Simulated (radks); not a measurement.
The numbers below are computed, except where a source is named.
All-electron atom: W63+ in [He] 2s2 2p5.5 3s1 3d0.5 (fractional occupations, a model configuration). Code: a radial shooting solver on a logarithmic mesh with Libxc functionals. Model: Dirac Kohn-Sham, AM05, spin-unpolarised, spherical densities, finite nucleus; open shells fill j = l - 1/2 first; Fermi nuclear charge, rms radius 5.3658 fm.

Normalised radial functions P(r) = r R(r) (large component), r in bohr:

| r | 1s1/2 | 3d3/2 | 3d5/2 |
|---|---|---|---|
| 0.001046 | 1.8003 | 0.0001 | 0.0000 |
| 0.00144 | 2.2902 | 0.0003 | 0.0001 |
| 0.001983 | 2.8813 | 0.0005 | 0.0002 |
| 0.002731 | 3.5702 | 0.0011 | 0.0005 |
| 0.003791 | 4.3523 | 0.0025 | 0.0014 |
| 0.005221 | 5.1286 | 0.0054 | 0.0034 |
| 0.00719 | 5.8087 | 0.0120 | 0.0083 |
| 0.009901 | 6.2302 | 0.0267 | 0.0199 |
| 0.01374 | 6.1925 | 0.0600 | 0.0479 |
| 0.01893 | 5.5443 | 0.1295 | 0.1089 |
| 0.02607 | 4.3057 | 0.2703 | 0.2369 |
| 0.0359 | 2.7508 | 0.5352 | 0.4848 |
| 0.04983 | 1.3148 | 0.9953 | 0.9273 |
| 0.06862 | 0.4400 | 1.6342 | 1.5586 |
| 0.0945 | 0.0885 | 2.3089 | 2.2485 |
| 0.1301 | 0.0089 | 2.6511 | 2.6330 |
| 0.1792 | 0.0003 | 2.2865 | 2.3165 |
| 0.2488 | 0.0000 | 1.2997 | 1.3458 |
| 0.3426 | 0.0000 | 0.4283 | 0.4544 |
| 0.4718 | 0.0000 | 0.0658 | 0.0719 |

1s1/2: eigenvalue -74934 eV, 0 radial nodes, <r> = 0.0183 bohr, 90 % of the charge inside 0.0334 bohr. 3d3/2: eigenvalue -6380.9 eV, 0 radial nodes, <r> = 0.154 bohr, 90 % of the charge inside 0.235 bohr. 3d5/2 (empty): eigenvalue -6287.6 eV, 0 radial nodes, <r> = 0.158 bohr, 90 % of the charge inside 0.239 bohr.
